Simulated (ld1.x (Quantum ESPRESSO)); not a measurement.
Logarithmic derivatives: Mo, TM

molybdenum, norm-conserving Troullier–Martins (Kleinman–Bylander form), made with ld1.x (Quantum ESPRESSO) 7.5 (Wu–Cohen, scalar-relativistic). Core [Ar] 3d10, reference 4s2 4p6 4d5 5s1 5p0. Waves: 4s (bound): rc 1.55 bohr; 4p (bound): rc 1.40 bohr; 4d (bound): rc 1.55 bohr. Local part: the d channel. Core correction: none.

Occupied shells without a wave of their own: 5s. They enter only through the test configuration that unscreens the potential.

The phase is arctan(r·u′/u) with u = r·R(r), unwrapped; energies in Ry, scanned from -7 to 5 Ry. A pole is an energy at which the radial function vanishes at the test radius. The pseudo phase is shifted by a multiple of π to meet the all-electron one at the reference energy, and phase errors are pseudo minus all-electron; the curves can meet again beyond the range given. Levels narrower than the energy grid can be missing from the lists of poles.

Question: For each channel, where are the poles, and over which energies does the pseudopotential scatter like the atom?

Answer:

| channel | radius (bohr) | reference energy (Ry) | poles, all-electron | poles, pseudo | unbroken range about the reference energy with phases within 0.05 rad | phase error 1 Ry above the reference energy (rad) |
| --- | --- | --- | --- | --- | --- | --- |
| s | 1.70 | -4.73 | -3.56 | -3.56 | below 1.4 | -0.001 |
| p | 1.70 | -2.83 | -1.12 | -1.12 | the whole range | +0.000 |
| d | 1.70 | -0.28 | 2.83 | 2.82 | the whole range | -0.000 |

Phases in the d channel:

```json
{"E (Ry)": "-7.00", "all-electron": "1.329", "pseudo": "1.329"}
{"E (Ry)": "-6.74", "all-electron": "1.324", "pseudo": "1.323"}
{"E (Ry)": "-6.48", "all-electron": "1.318", "pseudo": "1.317"}
{"E (Ry)": "-6.22", "all-electron": "1.311", "pseudo": "1.311"}
{"E (Ry)": "-5.96", "all-electron": "1.304", "pseudo": "1.304"}
{"E (Ry)": "-5.70", "all-electron": "1.296", "pseudo": "1.296"}
{"E (Ry)": "-5.44", "all-electron": "1.288", "pseudo": "1.288"}
{"E (Ry)": "-5.18", "all-electron": "1.279", "pseudo": "1.278"}
{"E (Ry)": "-4.92", "all-electron": "1.268", "pseudo": "1.268"}
{"E (Ry)": "-4.66", "all-electron": "1.257", "pseudo": "1.257"}
{"E (Ry)": "-4.40", "all-electron": "1.245", "pseudo": "1.244"}
{"E (Ry)": "-4.14", "all-electron": "1.230", "pseudo": "1.230"}
{"E (Ry)": "-3.88", "all-electron": "1.214", "pseudo": "1.214"}
{"E (Ry)": "-3.62", "all-electron": "1.196", "pseudo": "1.196"}
{"E (Ry)": "-3.36", "all-electron": "1.175", "pseudo": "1.174"}
{"E (Ry)": "-3.10", "all-electron": "1.150", "pseudo": "1.149"}
{"E (Ry)": "-2.84", "all-electron": "1.120", "pseudo": "1.119"}
{"E (Ry)": "-2.58", "all-electron": "1.083", "pseudo": "1.083"}
{"E (Ry)": "-2.32", "all-electron": "1.039", "pseudo": "1.038"}
{"E (Ry)": "-2.06", "all-electron": "0.982", "pseudo": "0.981"}
{"E (Ry)": "-1.80", "all-electron": "0.908", "pseudo": "0.907"}
{"E (Ry)": "-1.54", "all-electron": "0.808", "pseudo": "0.808"}
{"E (Ry)": "-1.28", "all-electron": "0.670", "pseudo": "0.669"}
{"E (Ry)": "-1.02", "all-electron": "0.474", "pseudo": "0.474"}
{"E (Ry)": "-0.76", "all-electron": "0.201", "pseudo": "0.201"}
{"E (Ry)": "-0.50", "all-electron": "-0.141", "pseudo": "-0.141"}
{"E (Ry)": "-0.24", "all-electron": "-0.490", "pseudo": "-0.490"}
{"E (Ry)": "0.02", "all-electron": "-0.776", "pseudo": "-0.776"}
{"E (Ry)": "0.28", "all-electron": "-0.985", "pseudo": "-0.985"}
{"E (Ry)": "0.54", "all-electron": "-1.132", "pseudo": "-1.133"}
{"E (Ry)": "0.80", "all-electron": "-1.238", "pseudo": "-1.239"}
{"E (Ry)": "1.06", "all-electron": "-1.317", "pseudo": "-1.318"}
{"E (Ry)": "1.32", "all-electron": "-1.378", "pseudo": "-1.379"}
{"E (Ry)": "1.58", "all-electron": "-1.426", "pseudo": "-1.427"}
{"E (Ry)": "1.84", "all-electron": "-1.466", "pseudo": "-1.467"}
{"E (Ry)": "2.10", "all-electron": "-1.499", "pseudo": "-1.500"}
{"E (Ry)": "2.36", "all-electron": "-1.528", "pseudo": "-1.528"}
{"E (Ry)": "2.62", "all-electron": "-1.552", "pseudo": "-1.554"}
{"E (Ry)": "2.88", "all-electron": "-1.575", "pseudo": "-1.576"}
{"E (Ry)": "3.14", "all-electron": "-1.595", "pseudo": "-1.596"}
{"E (Ry)": "3.40", "all-electron": "-1.613", "pseudo": "-1.615"}
{"E (Ry)": "3.66", "all-electron": "-1.631", "pseudo": "-1.632"}
{"E (Ry)": "3.92", "all-electron": "-1.647", "pseudo": "-1.649"}
{"E (Ry)": "4.18", "all-electron": "-1.663", "pseudo": "-1.665"}
{"E (Ry)": "4.44", "all-electron": "-1.679", "pseudo": "-1.681"}
{"E (Ry)": "4.70", "all-electron": "-1.694", "pseudo": "-1.697"}
{"E (Ry)": "4.96", "all-electron": "-1.710", "pseudo": "-1.713"}
```
